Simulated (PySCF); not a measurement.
C5H5ClFNO.
Numbering: `[N:1]#[C:2][CH2:3][O:4]/[C:5](=[CH:6]\[F:7])[CH2:8][Cl:9]` (hydrogens: H10, H11 on C3; H12 on C6; H13, H14 on C8)

Structure used (PBE0-D3(BJ)/def2-SVP), in Å, numbered top down from 1:
```
atom  x, y, z in Å
N1     3.333   -1.682    1.238
C2     2.566   -0.948    0.781
C3     1.627    0.004    0.192
O4     0.329   -0.322    0.624
C5    -0.728    0.238   -0.003
C6    -0.769    1.420   -0.633
F7     0.272    2.253   -0.703
C8    -1.943   -0.614    0.079
Cl9   -1.750   -2.109   -0.888
H10    1.920    1.024    0.491
H11    1.702   -0.057   -0.909
H12   -1.661    1.783   -1.146
H13   -2.110   -0.927    1.119
H14   -2.830   -0.082   -0.285
```

Linear response at CAM-B3LYP/def2-SVPD (PySCF, frozen core in the response, non-relativistic).

Static isotropic polarisability: 83.04 au (12.31 Å³), principal values 64.0, 86.4, 98.8 au.

**Question.** What is the polarisability at 1064 nm and at the sodium D line?

**Answer.** 83.74 au at 1064 nm (+0.8 %), 85.39 au at 589.3 nm (+2.8 %). The rise at 589.3 nm is 3.38 times that at 1064 nm; a pure ω² law gives 3.26. The lowest singlet lies at 197 nm, shorter than both wavelengths.

**Question.** What is the isotropic C6 coefficient between two such molecules, C6 = (3/π)∫α(iω)² dω?

**Answer.** 2964 au (Eh·bohr⁶) by a ten-point quadrature over imaginary frequencies, which is 1770 eV·Å⁶ or 171 J·nm⁶/mol.

**Question.** Which effective excitation energy ω̄ makes London's formula C6 = (3/4)α²ω̄ exact here?

**Answer.** ω̄ = 4·C6/(3α²) = 0.573 Eh = 15.6 eV. A one-pole form α(ω) = α/(1 − ω²/ω̄²) fitted to the 1064 nm value gives 12.8 eV.

**Question.** What molar refraction at the D line follows from R = (4π/3)·N_A·α′, with α′ the polarisability volume?

**Answer.** α′ = 12.65 Å³ gives R = 31.92 cm³/mol, for isolated, non-vibrating species.

**Question.** The lowest 6 singlets have (eV, f): 6.28, 0.016; 6.60, 0.263; 6.98, 0.012; 7.10, 0.036; 7.18, 0.001; 7.27, 0.018. What share of the static polarisability do they carry in the sum over states α = Σ f/ω²?

**Answer.** 5.75 au, 6.9 % of α; the largest term, 4.46 au, is that of the state at 6.60 eV. Their oscillator strengths add up to 0.35. Higher states carry the rest.

**Question.** What does −C6/R⁶ come to at R = 10 Å between centres?

**Answer.** -170 J/mol. This is the leading, orientation-averaged term; C8 and higher terms are left out.

**Question.** How many electrons N does the Slater–Kirkwood formula C6 = (3/4)·√N·α^(3/2) need to give this C6?

**Answer.** N = (4·C6/3)²/α³ = 27.3; the species has 76 electrons in all.

**Question.** How anisotropic is the static polarisability, by Δα² = ½[(α1 − α2)² + (α2 − α3)² + (α3 − α1)²]?

**Answer.** Δα = 30.6 au, or 0.37 of the isotropic value.

One conformer stands for the species.
